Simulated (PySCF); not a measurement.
H8N2OSi2. Atoms are numbered in the order given.

```xyz
13

N     -1.5258     1.5878    -1.5938
Si    -1.3606     0.0381    -0.8570
N     -0.3792    -0.0348     0.5870
Si     1.0872    -0.9037     0.9002
O      2.4316     0.0709     1.0593
H     -2.3142     2.1847    -1.3777
H     -0.7340     2.1206    -1.9329
H     -0.6972    -0.9136    -1.7939
H     -2.7662    -0.3673    -0.5551
H     -0.7148     0.5297     1.3657
H      1.2441    -1.8613    -0.2343
H      1.0201    -1.6005     2.2120
H      2.6721     0.5879     0.2850
```
Charge 0, spin multiplicity 1.

Coordinates come from a PBE0-D3(BJ)/def2-SVP optimisation. This is a generated structure with no PubChem entry under its InChIKey; it may be hypothetical. The values are those of a single conformer.

All values below come from PBE0-D3(BJ)/def2-SVP run with PySCF.

Frequencies are harmonic and unscaled.

### Question
Estimate the vibrational spectrum. (An estimate is asked for; the answer gives what the named calculation found.)

### Answer

```csv
mode,ν (cm⁻¹),IR (km/mol),moving atoms (share of kinetic energy)
1,24,3.9,"H 43 %, N 29 %, Si 19 %, O 9 %"
2,47,2.2,"N 35 %, O 34 %, H 22 %, Si 9 %"
3,146,35.0,"H 66 %, N 25 %"
4,198,19.4,"H 38 %, Si 31 %, N 27 %"
5,216,26.3,"H 63 %, Si 17 %, N 11 %, O 8 %"
6,259,81.8,"H 68 %, Si 16 %, N 15 %"
7,318,93.9,"H 37 %, O 34 %, Si 20 %, N 9 %"
8,328,129.0,"H 64 %, N 26 %, Si 9 %"
9,486,77.7,"H 69 %, N 25 %"
10,531,9.2,"H 80 %, Si 18 %"
11,587,79.7,"H 65 %, Si 25 %"
12,709,44.3,"H 54 %, N 25 %, Si 21 %"
13,755,39.0,H 92 %
14,830,153.5,"H 51 %, O 20 %, N 16 %, Si 14 %"
15,842,59.9,"H 41 %, N 24 %, O 21 %, Si 13 %"
16,869,63.6,"H 47 %, N 33 %, Si 18 %"
17,893,78.7,"H 69 %, N 12 %, Si 10 %, O 8 %"
18,899,163.3,"H 69 %, Si 13 %, O 12 %"
19,909,347.8,"H 81 %, Si 13 %"
20,934,143.8,"H 84 %, Si 11 %"
21,950,79.6,"H 81 %, Si 12 %"
22,955,77.1,"H 58 %, N 31 %, Si 11 %"
23,971,138.1,"H 67 %, Si 23 %"
24,1200,298.8,"H 64 %, N 32 %"
25,1541,53.2,"H 89 %, N 11 %"
26,2232,137.3,H 97 %
27,2234,39.8,H 97 %
28,2250,193.1,H 97 %
29,2269,146.6,H 97 %
30,3595,32.6,H 93 %
31,3625,31.8,H 96 %
32,3728,36.4,"H 91 %, N 9 %"
33,3931,73.3,H 94 %
```
